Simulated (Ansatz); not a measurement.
CH$_{5}$AlOSi, SMILES `C1[O][AlH][SiH2]1`, relaxed with RKS PBE-D4/def2-SVP in Ansatz from a rough embedded geometry. The force threshold is 0.03 eV/Å; the program also tests the step.

Charge 0, multiplicity 1.

Start:

```xyz
9

C     0.059    0.663    0.826
O     1.322    0.787    0.306
Al    1.157   -0.387   -1.093
Si   -0.738   -0.703   -0.055
H    -0.512    1.654    0.737
H     0.146    0.452    1.980
H     1.374   -0.211   -2.701
H    -1.952   -0.266   -0.779
H    -0.857   -1.988    0.780
```

Task: By how much does the energy fall, and how many steps does the optimiser take? (An estimate is asked.)

Result: The calculation gave: 115.81 kJ/mol, in 9 steps.

Task: Which bonds change most? (Estimate.)

Result: Ansatz gave: Al3–Si4 from 2.185 to 2.428 Å; C1–Si4 from 1.811 to 1.961 Å; O2–Al3 from 1.834 to 1.756 Å; C1–O2 from 1.370 to 1.445 Å.

Task: Give the relaxed structure. (Estimate.)

Result: The calculation gave: 
```xyz
9

C     0.067    0.691    0.842
O     1.207    0.936   -0.011
Al    1.048   -0.198   -1.343
Si   -0.924   -0.754   -0.039
H    -0.545    1.616    0.945
H     0.403    0.407    1.865
H     2.085   -0.303   -2.554
H    -2.316   -0.373   -0.477
H    -1.025   -2.022    0.773
```
